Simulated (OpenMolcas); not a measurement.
Co4+: effect of correlating more closed shells

- Program: OpenMolcas
- Basis: ANO-RCC-VTZP [6s5p3d2f1g]
- Scalar Hamiltonian: DKH2, point nucleus
- Active space: 5 electrons in 5 orbitals (3d)
- State averaging: 2S+1 = 6 even, 1 root; 2S+1 = 4 even, 24 roots; 2S+1 = 2 even, 75 roots
- Spin-orbit coupling: RASSI with atomic mean-field integrals over the reference wave functions, term energies averaged over their components

Methods on the same reference wave functions:
A. CASSCF
B. MS-CASPT2, IPEA 0.25 Eh, imaginary shift 0.1 Eh (closed shells correlated: none)
C. MS-CASPT2, IPEA 0.25 Eh, imaginary shift 0.1 Eh (closed shells correlated: 3s 3p)
D. MS-CASPT2, IPEA 0.25 Eh, imaginary shift 0.1 Eh (closed shells correlated: 2s 2p 3s 3p)

Energies in cm-1 above 3d5 6S 5/2, the measured ground level; measured values from Sugar and Corliss, J. Phys. Chem. Ref. Data 10, 1097 (1981).

```csv
Level,A,B,C,D,Measured
3d5 6S 5/2,0.0,0.0,0.0,0.0,0.0
3d5 4G 5/2,42457,40820,38980,39010,
3d5 4G 7/2,42504,40870,39030,39070,
3d5 4G 11/2,42516,40890,39050,39090,37218
3d5 4G 9/2,42531,40900,39060,39100,
3d5 4P 5/2,48768,45040,43060,43000,40753
3d5 4P 3/2,48898,45160,43200,43140,40891
3d5 4P 1/2,49054,45300,43370,43300,41024
3d5 4D 7/2,52762,49560,46750,46710,44709
3d5 4D 1/2,52911,49710,46910,46870,44908
3d5 4D 3/2,53032,49810,47040,47000,
3d5 4D 5/2,53060,49830,47070,47030,
3d5 2I 11/2,60481,59220,57010,57120,
3d5 2I 13/2,60593,59360,57140,57250,
3d5 2D 5/2(1) [65 %],67662,63390,60290,60230,57083
3d5 2D 3/2(1),68582,64230,61070,61000,57823
3d5 2F 7/2(1),70041,65830,63040,62990,59455
3d5 4F 9/2,71029,66320,63890,63850,60830
3d5 4F 7/2,71139,66430,64000,63960,60974
3d5 4F 3/2,71460,66770,64290,64240,
3d5 2H 9/2 [70 %],74153,70760,68240,68250,64742
3d5 2H 11/2,74581,71230,68960,68990,65284
3d5 2G 7/2(1),76703,73150,69520,69520,66229
3d5 2G 9/2(1) [69 %],77068,73520,70160,70160,66760
```

Deviations, from unrounded energies. A percentage is the sum of absolute deviations over the sum of measured energies, with the sign that they share, or ± where signs differ.

```tsv
Against measurement	Levels	A	B	C	D
mean absolute deviation (cm-1)	15	9100	5500	2900	2800
other terms of the ground configuration (%)	15	+17.0	+10.1	+5.3	+5.2
```

C, D lie about equally close to measurement and A furthest from it. The largest miss of D in the table is 3d5 2H 11/2, by +3700 cm-1. The ranking rests on the paired levels alone, and a cruder setting can come out closer through cancelling errors.

Among B to D the level of the table that moves most is 3d5 2G 7/2(1), by 3600 cm-1 (lowest in D, highest in B). Moves below CASPT2's spread within the term are not significant.

The two smallest mean deviations differ by little beside CASPT2's spread within terms, so their order carries little weight.

From A to B the spin-free energies of the other terms of 3d5 shown, above 6S, scale by factors of 0.92 to 0.98.

The lowest spin-free term lies below A's lowest term by 0.059 hartree in B, 0.334 hartree in C, 0.360 hartree in D.

What an inner shell adds also hangs on whether the basis holds functions to correlate it.

CASPT2 breaks the degeneracy within a term, and the mean is taken; among the terms shown or strongly mixed into the levels shown the widest spread is 620 cm-1 (3d5 4F, D). Without dynamic correlation excited terms often stand tens of per cent too high (terms of higher spin than the ground term too low), and those without a measured partner can miss by more than the paired ones (holds for A). Some levels mix across a computed gap that differs much from the measured one, so their mixing is not that of the real levels (holds for A; B). Blocks of more than 70 roots (2S+1 = 2 even) ran without multistate coupling (holds for B; C; D). Measured partners are found by configuration, term and J. A level has none where our copy of the source lacks it or the pairing is in doubt (some pairs that miss far off the trend of their configuration count as doubtful), and it then counts in no deviation. Only configurations of the active space appear. The table leaves out levels that lie high or whose names do not pair safely across all columns.

A share in square brackets marks a mixed level and gives the weight of the term that names it, the lowest over the columns. A number in round brackets counts repeated terms of one configuration in the order of the reference energies.
